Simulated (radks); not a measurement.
The samarium ion Sm37+, configuration [Ar] 3d6 6p1 (not the ground configuration).

Calculated with a radial shooting solver on a logarithmic mesh with Libxc functionals: Dirac Kohn-Sham, PBE, spin-unpolarised, spherical densities, point nucleus; open shells fill j = l - 1/2 first.

Energy parts (Ry):
part                       energy
total                 -18856.3001
kinetic                20597.8901
electron-nucleus      -42687.9169
Hartree                 3576.2512
exchange-correlation    -342.5245

Orbitals (lengths in bohr, moments of r in powers of bohr; r(90%) holds 90 % of the orbital's charge):
| orbital | occ. | eigenvalue (Ry) | <1/r> | r(90%) | <r> | small-component weight |
|---|---|---|---|---|---|---|
| 1s1/2 | 2 | -3563.363 | 68.84 | 0.0411 | 0.02274 | 5.31e-02 |
| 2s1/2 | 2 | -692.3842 | 16.44 | 0.149 | 0.09604 | 1.18e-02 |
| 2p1/2 | 2 | -664.1211 | 16.39 | 0.132 | 0.08034 | 1.18e-02 |
| 2p3/2 | 4 | -619.4165 | 14.62 | 0.141 | 0.08686 | 1.10e-02 |
| 3s1/2 | 2 | -241.1485 | 6.255 | 0.356 | 0.2439 | 4.04e-03 |
| 3p1/2 | 2 | -229.6020 | 6.179 | 0.347 | 0.2324 | 3.98e-03 |
| 3p3/2 | 4 | -219.5201 | 5.728 | 0.362 | 0.2433 | 3.78e-03 |
| 3d3/2 | 4 | -200.7849 | 5.606 | 0.328 | 0.2130 | 3.64e-03 |
| 3d5/2 | 2 | -198.4911 | 5.493 | 0.333 | 0.2164 | 3.58e-03 |
| 6p1/2 | 1 | -46.18262 | 1.237 | 1.64 | 1.197 | 6.84e-04 |
| 6p3/2 | 0 | -45.29347 | 1.199 | 1.67 | 1.219 | 6.71e-04 |

The highest occupied level is 6p1/2 at -628.35 eV. Summed over all electrons, <r^2> = 2.535 bohr^2, which gives a Langevin (diamagnetic) susceptibility term of -2.01 x 10^-6 cm^3/mol. The density falls to 0.001 e/bohr^3 at r = 2.04 bohr.
